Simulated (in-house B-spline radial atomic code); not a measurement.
A fraction x of an electron is moved 3p → 3d in the chromium ion Cr⁴⁺, starting from [Ar] 3d2 and keeping the highest spin. Level of theory: scalar-relativistic (X2C) wB97X, spin-polarised, spherical fractional occupations, Fermi nucleus of rms radius 3.6452 fm; calculated with an all-electron radial atomic-structure program (B-spline basis).

Caution: exact exchange at fractional occupations of open shells leaves self-interaction of up to several eV.

| x | E(x) - E(0) (eV) | 3p down level (eV) | 3d up level (eV) |
| --- | --- | --- | --- |
| 0 | 0.0000 | -107.722 | -57.743 |
| 0.125 | 6.1808 | -107.145 | -58.231 |
| 0.25 | ? | ? | ? |
| 0.375 | 18.1419 | -105.966 | -59.194 |
| 0.5 | 23.9212 | -105.365 | -59.669 |
| 0.625 | 29.5657 | -104.755 | -60.140 |
| 0.75 | ? | ? | ? |
| 0.875 | 40.4479 | -103.509 | -61.070 |
| 1 | 45.6845 | -102.873 | -61.528 |

(1) What belongs in the row x = 0.25?

(2) What belongs in the row x = 0.75?

(3) Check Janak's theorem between x = 0.375 and 0.5.

Answers

(1) An energy change of 12.2283 eV; 3p down at -106.560 eV, 3d up at -58.715 eV.

(2) An energy change of 35.0748 eV; 3p down at -104.137 eV, 3d up at -60.607 eV.

(3) The slope of the energy is 46.23 eV; the orbital levels give 46.23 eV (ε of the receiving orbital less ε of the emptying one, averaged over the two points).
